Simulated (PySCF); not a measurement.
Calculation: PBE-D3(BJ)/def2-TZVP // B3LYP-D3(BJ)/def2-TZVP run with PySCF. All species are isolated molecules in the gas phase. Delta-SCF ions had no search for a lower state. 

Reference species (SMILES): `C#CB=N` (neutral, multiplicity 1).

```json
{
 "LUMO": "-1.73 eV",
 "vertical ionisation energy (Delta-SCF)": "10.19 eV"
}
```

Changed species: `B=NC#C`.

### Question
Give the shifts of the LUMO and vertical ionisation energy (Delta-SCF).

### Answer
the LUMO rises by 0.17 eV, to -1.56 eV; the vertical ionisation energy (Delta-SCF) falls by 0.67 eV, to 9.52 eV.
